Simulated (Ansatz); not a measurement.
Steps of a relaxation of `C[C]1=[N][AlH]1` with RKS PBE-D4/def2-SVP.

```sh
$ ansatz run in.yaml --threads 2 --pin off --events-out ev --progress --plain --max-ram 4352MiB
```

```yaml
crystal:
  periodic: [false, false, false]
  atoms:
    - {symbol: C, position_ang: [-0.122900, 1.183800, -0.247900]}
    - {symbol: C, position_ang: [0.336900, -0.169600, -0.164500]}
    - {symbol: N, position_ang: [1.310200, -1.069000, -0.469500]}
    - {symbol: Al, position_ang: [0.111300, -1.781000, 0.467500]}
    - {symbol: H, position_ang: [0.136000, 1.790000, 0.625100]}
    - {symbol: H, position_ang: [0.250000, 1.731400, -1.164300]}
    - {symbol: H, position_ang: [-1.251700, 1.217200, -0.326900]}
    - {symbol: H, position_ang: [-0.677600, -2.959900, 1.224700]}
basis:
  gaussian: {orbitals: def2-SVP}
hamiltonian: {xc: pbe, dispersion: d4}
relax: {f_tol: 0.03, max_steps: 200}
```

Positions (Å) and forces (eV/Å) along the path, 17 of 17 steps:

```xyz
8
step=1 energy=-10210.1234 eV
C    -0.123    1.184   -0.248   -0.416    1.930   -2.394
C     0.337   -0.170   -0.165    0.573   -1.255    0.504
N     1.310   -1.069   -0.469    2.294    3.893   -2.645
Al    0.111   -1.781    0.468   -3.908   -4.531    3.624
H     0.136    1.790    0.625    0.260    0.095    0.524
H     0.250    1.731   -1.164    0.081    0.029    0.380
H    -1.252    1.217   -0.327    0.704   -0.165    0.200
H    -0.678   -2.960    1.225    0.412    0.004   -0.193
8
step=2 energy=-10210.8488 eV
C    -0.126    1.228   -0.290    0.146    0.940   -1.095
C     0.252   -0.178   -0.117    0.269   -0.513    0.185
N     1.238   -1.012   -0.465    0.965    2.259   -1.360
Al    0.054   -1.845    0.519   -1.980   -2.374    1.900
H     0.156    1.816    0.604    0.077   -0.039    0.219
H     0.328    1.754   -1.178   -0.020   -0.274    0.274
H    -1.236    1.308   -0.368    0.256   -0.042    0.027
H    -0.573   -3.127    1.240    0.287    0.044   -0.150
8
step=3 energy=-10211.1865 eV
C    -0.124    1.271   -0.310   -0.074    0.128    0.085
C     0.147   -0.170   -0.048   -0.001    0.220   -0.099
N     1.132   -0.905   -0.492    0.313   -0.146   -0.210
Al    0.001   -1.907    0.581   -0.317   -0.182    0.242
H     0.170    1.837    0.602   -0.047    0.064   -0.097
H     0.429    1.681   -1.190   -0.034   -0.194    0.175
H    -1.216    1.411   -0.434    0.011    0.152   -0.047
H    -0.447   -3.274    1.235    0.149   -0.042   -0.050
8
step=4 energy=-10211.1798 eV rejected
C    -0.130    1.302   -0.278    0.398   -0.163   -0.344
C     0.118   -0.152   -0.045    0.898   -1.515   -0.279
N     1.019   -1.001   -0.564   -1.256    1.522    0.606
Al   -0.099   -1.894    0.646   -0.008    0.351   -0.061
H     0.111    1.916    0.613    0.058   -0.125    0.082
H     0.526    1.605   -1.120   -0.039    0.242   -0.036
H    -1.189    1.512   -0.524   -0.042   -0.124   -0.027
H    -0.263   -3.345    1.216   -0.009   -0.189    0.058
8
step=5 energy=-10211.2258 eV
C    -0.125    1.283   -0.301   -0.086    0.033   -0.022
C     0.131   -0.164   -0.046    0.189   -0.065   -0.087
N     1.090   -0.927   -0.506   -0.138    0.067    0.040
Al   -0.050   -1.897    0.614   -0.150   -0.078    0.103
H     0.158    1.866    0.600    0.004    0.023    0.004
H     0.465    1.647   -1.170    0.014   -0.020    0.032
H    -1.208    1.461   -0.467    0.059    0.019   -0.017
H    -0.368   -3.325    1.222    0.108    0.020   -0.053
8
step=6 energy=-10211.2475 eV
C    -0.109    1.295   -0.305   -0.086   -0.061    0.069
C     0.133   -0.160   -0.061    0.357   -0.139   -0.259
N     1.018   -0.982   -0.549   -0.374    0.241    0.214
Al   -0.124   -1.866    0.673   -0.021   -0.128    0.045
H     0.125    1.859    0.621    0.012    0.034    0.000
H     0.508    1.684   -1.142    0.031   -0.076    0.016
H    -1.185    1.467   -0.511    0.023    0.027   -0.025
H    -0.273   -3.353    1.218    0.057    0.102   -0.060
8
step=7 energy=-10211.2605 eV
C    -0.104    1.306   -0.299    0.035   -0.042    0.031
C     0.114   -0.156   -0.064    0.288   -0.236   -0.257
N     0.930   -1.018   -0.572   -0.340    0.347    0.221
Al   -0.199   -1.849    0.724    0.030   -0.207    0.103
H     0.102    1.874    0.633   -0.005   -0.038   -0.039
H     0.567    1.665   -1.110   -0.052   -0.020    0.040
H    -1.165    1.502   -0.563    0.056   -0.027   -0.008
H    -0.153   -3.381    1.196   -0.013    0.224   -0.093
8
step=8 energy=-10211.2699 eV
C    -0.097    1.304   -0.299    0.061   -0.010   -0.061
C     0.135   -0.156   -0.090   -0.085   -0.117    0.112
N     0.895   -1.047   -0.583    0.031    0.060   -0.045
Al   -0.230   -1.823    0.782   -0.030    0.035    0.039
H     0.087    1.858    0.643    0.010   -0.018    0.012
H     0.576    1.687   -1.097   -0.012   -0.006    0.009
H    -1.154    1.488   -0.578    0.003   -0.025   -0.005
H    -0.120   -3.368    1.167    0.022    0.082   -0.060
8
step=9 energy=-10211.2747 eV
C    -0.090    1.301   -0.301   -0.007    0.009   -0.028
C     0.129   -0.157   -0.084    0.088   -0.119   -0.045
N     0.859   -1.068   -0.570   -0.001    0.147   -0.042
Al   -0.272   -1.793    0.842   -0.056   -0.136    0.096
H     0.085    1.855    0.643   -0.003    0.017    0.009
H     0.591    1.676   -1.093    0.001   -0.010    0.009
H    -1.143    1.482   -0.596   -0.004    0.011    0.009
H    -0.065   -3.355    1.104   -0.017    0.080   -0.007
8
step=10 energy=-10211.2767 eV
C    -0.088    1.299   -0.301   -0.027    0.036   -0.001
C     0.133   -0.159   -0.088   -0.016    0.030    0.001
N     0.850   -1.071   -0.573    0.088   -0.053   -0.069
Al   -0.293   -1.784    0.863   -0.035   -0.095    0.068
H     0.083    1.851    0.644    0.001    0.013    0.007
H     0.596    1.675   -1.090    0.001   -0.003    0.001
H    -1.141    1.479   -0.599   -0.001    0.007    0.004
H    -0.047   -3.346    1.088   -0.010    0.064   -0.012
8
step=11 energy=-10211.2783 eV
C    -0.082    1.293   -0.301   -0.008    0.029    0.002
C     0.154   -0.164   -0.109    0.124   -0.382   -0.070
N     0.823   -1.105   -0.586   -0.142    0.255    0.115
Al   -0.358   -1.750    0.945    0.044   -0.065   -0.016
H     0.070    1.837    0.651    0.017   -0.003    0.013
H     0.608    1.682   -1.077    0.011    0.026   -0.021
H    -1.131    1.466   -0.611   -0.012   -0.009   -0.006
H     0.008   -3.316    1.032   -0.035    0.149   -0.016
8
step=12 energy=-10211.2802 eV
C    -0.081    1.289   -0.301   -0.013    0.039    0.017
C     0.158   -0.168   -0.110   -0.040   -0.045    0.020
N     0.824   -1.105   -0.581    0.059   -0.021   -0.035
Al   -0.365   -1.742    0.957    0.005   -0.090    0.024
H     0.072    1.834    0.651    0.012   -0.007    0.006
H     0.606    1.680   -1.079    0.009    0.018   -0.020
H    -1.132    1.460   -0.610   -0.007   -0.008   -0.003
H     0.010   -3.305    1.017   -0.025    0.115   -0.009
8
step=13 energy=-10211.2813 eV
C    -0.081    1.286   -0.302   -0.011    0.027    0.016
C     0.163   -0.171   -0.115   -0.052    0.046    0.024
N     0.833   -1.105   -0.581    0.069   -0.087   -0.035
Al   -0.371   -1.736    0.967   -0.009   -0.042    0.012
H     0.074    1.826    0.653    0.003   -0.004   -0.003
H     0.602    1.685   -1.080    0.003    0.001   -0.009
H    -1.134    1.452   -0.607   -0.002    0.001    0.004
H     0.006   -3.294    1.009   -0.002    0.057   -0.009
8
step=14 energy=-10211.2815 eV
C    -0.081    1.286   -0.302   -0.015    0.025    0.018
C     0.162   -0.171   -0.113   -0.034    0.036    0.009
N     0.834   -1.104   -0.578    0.058   -0.079   -0.026
Al   -0.375   -1.736    0.967   -0.007   -0.035    0.009
H     0.075    1.827    0.652    0.003   -0.001    0.000
H     0.601    1.683   -1.081    0.003    0.001   -0.008
H    -1.134    1.452   -0.606   -0.004    0.003    0.003
H     0.009   -3.293    1.006   -0.003    0.051   -0.007
8
step=15 energy=-10211.2827 eV
C    -0.078    1.275   -0.302    0.002   -0.020    0.009
C     0.178   -0.184   -0.129   -0.069    0.155    0.018
N     0.839   -1.122   -0.574    0.098   -0.107   -0.063
Al   -0.438   -1.707    1.018    0.006   -0.097    0.018
H     0.080    1.805    0.657   -0.003   -0.003   -0.011
H     0.598    1.685   -1.081   -0.011   -0.009    0.009
H    -1.134    1.434   -0.600    0.005    0.006    0.009
H     0.047   -3.243    0.954   -0.029    0.074    0.010
8
step=16 energy=-10211.2832 eV
C    -0.080    1.276   -0.302    0.001   -0.017    0.003
C     0.176   -0.182   -0.126    0.007    0.041   -0.032
N     0.849   -1.117   -0.570    0.006   -0.009    0.007
Al   -0.433   -1.715    1.003   -0.002   -0.026    0.007
H     0.084    1.808    0.655    0.000    0.002   -0.003
H     0.594    1.683   -1.085   -0.009   -0.006    0.009
H    -1.136    1.437   -0.594    0.003    0.003    0.006
H     0.038   -3.248    0.964   -0.006    0.014    0.003
8
step=17 energy=-10211.2835 eV
C    -0.080    1.273   -0.304   -0.002    0.010   -0.001
C     0.183   -0.182   -0.132    0.005   -0.016   -0.001
N     0.866   -1.116   -0.560   -0.005    0.002    0.008
Al   -0.451   -1.713    1.001    0.003    0.000   -0.005
H     0.093    1.804    0.653    0.001    0.000    0.002
H     0.583    1.685   -1.092    0.000   -0.003   -0.002
H    -1.141    1.433   -0.581   -0.002    0.000    0.001
H     0.038   -3.241    0.959    0.000    0.008   -0.002
```

Run time 19 s (2 threads of an Arm Neoverse V2 on a shared host); peak host memory 0.12 GiB.
